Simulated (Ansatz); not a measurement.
Ti₅O₁₇H₁₄, a hydroxylated oxide cluster, 36 atoms. Hardware: 2 threads of AMD EPYC 7R13 on a shared host and a share (18 GiB) of an NVIDIA H100 80GB HBM3.

The 6-31G sets use Cartesian d functions. Correlated methods freeze 42 core orbitals; core or outer-core shells of Ti are correlated, in sets that lack core-valence functions. Single mean-field runs in def2-SVP, def2-TZVP are fitted with def2-universal-jkfit.

Task: How many basis functions does each of these Ansatz runs have, and roughly what does it cost? PBE-D4/def2-SVP, charge 0 singlet, energy with a search over starts; PBE0-D4/def2-TZVP, charge 0 singlet, energy, from earlier orbitals; MP2/def2-SVP, charge 0 singlet, energy, from earlier orbitals; BLYP-D4/def2-TZVP, charge 0 singlet, energy, from earlier orbitals; HF/6-31G, charge 0 singlet, energy; PBE-D4/def2-SVP, charge 0 singlet, energy, from earlier orbitals; PBE0-D4/def2-TZVP, charge 0 triplet at the geometry of the charge 0 singlet, energy; PBE-D4/def2-TZVP, charge 1 doublet at the geometry of the charge 0 singlet, energy, from earlier orbitals; B3LYP-D4/6-31G, charge 0 singlet, energy; HF/def2-TZVP, charge -1 doublet at the geometry of the charge 0 singlet, energy, from earlier orbitals; r2SCAN-D4/def2-TZVP, charge 0 singlet, energy and forces, from earlier orbitals; PBE-D4/def2-TZVP, charge 0 triplet at the geometry of the charge 0 singlet, energy, from earlier orbitals.

Result: Other jobs shared the machine, so times can vary by a factor of up to 3. A dash marks memory too small to be measured apart from the calling script's.

```json
{"run": "HF/6-31G, charge 0 singlet, energy", "functions": "326", "fitting or Cholesky vectors": "3743", "wall time": "4 s", "peak host memory (GiB)": "–"}
{"run": "PBE-D4/def2-SVP, charge 0 singlet, energy with a search over starts", "functions": "463", "fitting or Cholesky vectors": "2881", "wall time": "4.3 s", "peak host memory (GiB)": "–"}
{"run": "PBE-D4/def2-SVP, charge 0 singlet, energy, from earlier orbitals", "functions": "463", "fitting or Cholesky vectors": "2881", "wall time": "4.5 s", "peak host memory (GiB)": "–"}
{"run": "B3LYP-D4/6-31G, charge 0 singlet, energy", "functions": "326", "fitting or Cholesky vectors": "3743", "wall time": "5 s", "peak host memory (GiB)": "–"}
{"run": "MP2/def2-SVP, charge 0 singlet, energy, from earlier orbitals", "functions": "463", "fitting or Cholesky vectors": "4640", "wall time": "5.5 s", "peak host memory (GiB)": "–"}
{"run": "PBE0-D4/def2-TZVP, charge 0 singlet, energy, from earlier orbitals", "functions": "836", "fitting or Cholesky vectors": "2881", "wall time": "6.5 s", "peak host memory (GiB)": "–"}
{"run": "BLYP-D4/def2-TZVP, charge 0 singlet, energy, from earlier orbitals", "functions": "836", "fitting or Cholesky vectors": "2881", "wall time": "7 s", "peak host memory (GiB)": "–"}
{"run": "r2SCAN-D4/def2-TZVP, charge 0 singlet, energy and forces, from earlier orbitals", "functions": "836", "fitting or Cholesky vectors": "2881", "wall time": "11 s", "peak host memory (GiB)": "–"}
{"run": "PBE-D4/def2-TZVP, charge 0 triplet at the geometry of the charge 0 singlet, energy, from earlier orbitals", "functions": "836", "fitting or Cholesky vectors": "2881", "wall time": "14 s", "peak host memory (GiB)": "1.6"}
{"run": "PBE-D4/def2-TZVP, charge 1 doublet at the geometry of the charge 0 singlet, energy, from earlier orbitals", "functions": "836", "fitting or Cholesky vectors": "2881", "wall time": "15 s", "peak host memory (GiB)": "1.6"}
{"run": "HF/def2-TZVP, charge -1 doublet at the geometry of the charge 0 singlet, energy, from earlier orbitals", "functions": "836", "fitting or Cholesky vectors": "2881", "wall time": "17 s", "peak host memory (GiB)": "–"}
{"run": "PBE0-D4/def2-TZVP, charge 0 triplet at the geometry of the charge 0 singlet, energy", "functions": "836", "fitting or Cholesky vectors": "2881", "wall time": "37 s", "peak host memory (GiB)": "1.6"}
```
